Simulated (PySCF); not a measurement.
# Worked example: chemical shift, span and skew from a shielding tensor

ScF₃, SMILES [Sc]([F])([F])[F]. Atoms are numbered in the order given.

```xyz
4

Sc     0.0000     0.0000     0.0000
F     -1.8278     0.0000     0.0000
F      0.9139     1.5830     0.0000
F      0.9139    -1.5830     0.0000
```

Geometry optimised at r2SCAN-D4/def2-SVP. The isomer is the one that the SMILES or the coordinates give; other isomers of the formula were not compared.

GIAO shieldings from B3LYP/pcSseg-2 (PySCF), non-relativistic, no solvent. The symmetric part of the tensor of F2 has the principal values -437.7, -90.8, 414.2 ppm. The same nucleus in CFCl3 has σ = 159.6 ppm at this level (PySCF, at its B3LYP-D3(BJ)/def2-TZVP geometry).

**Question.** Work out the isotropic shielding, the ¹⁹F shift against CFCl3, the span and the skew.

**Answer.** 
σ(iso) = (σ11 + σ22 + σ33)/3 = -38.1 ppm. δ = σ(ref) − σ(iso) = 159.6 − (-38.1) = 197.7 ppm.
Span Ω = σ33 − σ11 = 851.9 ppm. Skew κ = 3(σ(iso) − σ22)/Ω = 0.19. Tumbling in solution averages the tensor to δ; in a static solid the shielding alone would spread this spin-1/2 line over Ω.
